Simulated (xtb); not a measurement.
Te(H)(SH) (H2STe), SMILES S[TeH]. All values are semi-empirical tight-binding results from xtb (GFN2-xTB unless named), good for trends rather than for accurate numbers. Geometry optimised at GFN2-xTB.

Computed properties:
```json
{
 "orbital_gap": "3.62 eV",
 "zero_point_energy": "9.0 kcal/mol",
 "G − E(el) at 298.15 K (modified RRHO)": "-8.1 kcal/mol",
 "static polarisability (D4 model)": "62.7 bohr³",
 "solvation energy, GFN2-xTB/ALPB(water)": "-1.6 kcal/mol",
 "solvation energy, GFN2-xTB/ALPB(thf)": "-5.5 kcal/mol"
}
```
